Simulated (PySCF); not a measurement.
B(CCH)(Cl)(Me) (C₃H₄BCl), SMILES C#CB(C)Cl.

Geometry: PBE-D3(BJ)/def2-SVP. This is a generated structure with no PubChem entry under its InChIKey; it may be hypothetical.

All values below come from PBE-D3(BJ)/def2-SVP run with PySCF 2.14.0.

Frequencies are harmonic and unscaled.

Computed harmonic wavenumbers and intensities:
| mode | ν (cm⁻¹) | IR (km/mol) | moving atoms (share of kinetic energy) |
|---|---|---|---|
| 1 | 39 | 1.0 | H 97 % |
| 2 | 140 | 1.2 | C 54 %, Cl 21 %, H 18 % |
| 3 | 202 | 3.8 | C 60 %, H 22 %, B 16 % |
| 4 | 279 | 0.7 | C 48 %, H 25 %, Cl 20 % |
| 5 | 446 | 3.3 | C 67 %, Cl 16 %, H 13 % |
| 6 | 462 | 2.7 | B 33 %, H 31 %, C 31 % |
| 7 | 568 | 13.8 | C 58 %, Cl 21 %, H 14 % |
| 8 | 648 | 37.4 | H 76 %, C 24 % |
| 9 | 737 | 23.0 | H 74 %, C 26 % |
| 10 | 791 | 11.7 | H 59 %, C 29 %, B 10 % |
| 11 | 801 | 24.3 | H 49 %, B 30 %, C 20 % |
| 12 | 1033 | 219.6 | B 68 %, H 18 %, C 11 % |
| 13 | 1134 | 124.9 | B 60 %, H 28 %, C 12 % |
| 14 | 1271 | 111.3 | H 58 %, C 30 %, B 12 % |
| 15 | 1366 | 1.0 | H 96 % |
| 16 | 1381 | 5.2 | H 93 % |
| 17 | 2104 | 82.6 | C 90 %, H 9 % |
| 18 | 2962 | 1.0 | H 96 % |
| 19 | 3040 | 2.2 | H 92 %, C 8 % |
| 20 | 3095 | 5.7 | H 91 %, C 9 % |
| 21 | 3393 | 46.7 | H 86 %, C 14 % |
